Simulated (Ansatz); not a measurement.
Job for Ansatz (a quantum-chemistry and plane-wave program): R-wB97X-V/def2-TZVPP on FHMgSe (SMILES [F][Mg][SeH]), a point of a bond scan (R = 1.475 Å).

Ansatz 0.2 input:
```yaml
crystal:
  periodic: [false, false, false]
  atoms:
    - {symbol: Mg, position_ang: [0.53471100, -1.04785740, 0.34360513]}
    - {symbol: F, position_ang: [1.29905719, -2.54739150, 0.84087691]}
    - {symbol: Se, position_ang: [-0.50665601, 1.00609324, -0.37394579]}
    - {symbol: H, position_ang: [-0.88174242, 1.29364220, 1.02300295]}
basis:
  gaussian:
    orbitals: def2-TZVPP
    pivot_positions_ang: [[0.53471100, -1.04785740, 0.34360513], [1.29905719, -2.54739150, 0.84087691], [-0.50665601, 1.00609324, -0.37394579], [-0.88174242, 1.29364220, 1.02300295]]
hamiltonian:
  xc: {name: wB97X-V}
scf: {lower_state_search: off}
output: {orbitals: {seedname: ./end}}
```

Program output:

```
WARN ansatz: RAYON_NUM_THREADS=1 ignored (pool sized by the plan → 1); use --threads N
Functional definition: wB97X-V
these checks for a lower state are left out or cut short: stability, starts, cluster_reference, orbital_swaps, neighbouring_geometries, increment
integrals: 0.07 GiB planned
912 factors; their error is unknown
integrals: 0.10 GiB planned
208 factors; integrals over basis functions are off by at most 1.3e-5 eV
mean field: 0.62 GiB planned
mean field evaluation 1: about -73520.0664 eV, gradient 4.3e1 eV
mean field evaluation 2: about -73518.6267 eV, gradient 6.0e1 eV
mean field evaluation 4: about -73523.3378 eV, gradient 1.1e0 eV
mean field evaluation 8: about -73523.3451 eV, gradient 4.3e-2 eV
mean field evaluation 16: about -73523.6323 eV, gradient 2.5e-5 eV
mean field -73523.63227484 eV, -2701.9436499923 hartree, gradient 7.4e-6 eV, S^2 0.000000; 0 other end points of the search recorded, 0 dependent functions left out
reference -73523.63227285 eV, -2701.9436499193 hartree; 28, 28 occupied and 97, 97 virtual orbitals, 912 factors
Total energy: -73523.63227285 eV, -2701.9436499193 hartree
Checks for a lower state left out: stability, starts, cluster_reference, orbital_swaps, neighbouring_geometries, increment
```

The calculation finished and met its thresholds.

Cost: roughly 4 core-seconds.
